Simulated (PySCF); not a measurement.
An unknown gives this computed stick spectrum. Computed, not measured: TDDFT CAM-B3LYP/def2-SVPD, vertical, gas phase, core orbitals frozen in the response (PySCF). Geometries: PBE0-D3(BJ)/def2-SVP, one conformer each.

| state | λ (nm) | f |
| --- | --- | --- |
| S1 | 254.8 | 0.717 |
| S2 | 238.2 | 0.0031 |
| S3 | 220.7 | 0.0027 |
| S4 | 205.6 | 0.0099 |
| S5 | 196.3 | 0.0029 |
| S6 | 194.6 | 0.0001 |
| S7 | 189.2 | 0.271 |
| S8 | 188.2 | 0.0016 |
| S9 | 186.7 | 0.026 |
| S10 | 178.1 | 0.0001 |

Orbital energies (eV): HOMO-3 -11.01, HOMO-2 -10.10, HOMO-1 -9.15, HOMO -7.15, LUMO 0.16, LUMO+1 0.89, LUMO+2 1.15.

Question: Which structure fits? All have the formula C5H10SSi.
A. `C/C=C/C=C\S[SiH3]`
B. `C[C@@H]1C=C(S[SiH3])C1`
C. `C[SiH2]S[C@]12C[C@H]1C2`

Answer: A. Its S1, at 4.87 eV, is the lowest among the candidates; the nearest of the others has S1 at 5.39 eV. S1 is HOMO→LUMO (97%). Löwdin shares by element: HOMO carbon 49% or more, sulfur 27% (atoms not listed hold the other 24%); LUMO carbon 73% or more (atoms not listed hold the other 27%). At the same level the other candidates give, for their lowest levels:
- `C[C@@H]1C=C(S[SiH3])C1`: 230 nm (f 0.007); 211 nm (f 0.255); 209 nm (f 0.014); 194 nm (f 0.002); 187 nm (f 0.003); T1 3.89 eV; HOMO -7.63, LUMO 0.84 eV
- `C[SiH2]S[C@]12C[C@H]1C2`: 210 nm (f 0.006); 192 nm (f 0.032); 188 nm (f 0.018); 183 nm (f 0.032); 179 nm (f 0.074); T1 5.50 eV; HOMO -8.15, LUMO 1.17 eV

The values belong to the conformer `[CH3:1]/[CH:2]=[CH:3]/[CH:4]=[CH:5]\[S:6][SiH3:7]`: C2–C3–C4–C5 180°, C4–C5–S6–Si7 180°.
Triplets come from the Tamm–Dancoff approximation.

Without π bonds the low states are Rydberg-like; a valence basis with one diffuse set may place them up to an eV too high.
